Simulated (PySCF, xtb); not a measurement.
Al(H)(NMe2)(SH) (C2H8AlNS), SMILES C[N](C)[AlH][SH]. One conformer was computed; it need not be the lowest.

Harmonic wavenumbers (cm⁻¹) from GFN2-xTB in xtb 6.7.1 at its own minimum, in rising order: 61, 80, 107, 187, 206, 255, 287, 326, 410, 448, 521, 588, 692, 982, 1041, 1087, 1124, 1171, 1261, 1404, 1413, 1468, 1474, 1496, 1503, 1848, 2372, 2896, 2897, 2921, 2927, 2964, 2974.

### Question
What does ωB97X-D3(BJ)/def2-SVP run with PySCF give at its own minimum? (The exact figures need the calculation; the answer reports its results.)

### Answer
76, 114, 187, 197, 235, 255, 298, 360, 487, 489, 627, 657, 724, 1042, 1100, 1119, 1177, 1260, 1332, 1446, 1463, 1471, 1474, 1494, 1514, 1986, 2760, 3003, 3008, 3065, 3073, 3135, 3141. Paired by order, the mean absolute difference is 72 cm⁻¹ and the zero-point energies are 59.2 and 62.6 kcal/mol.
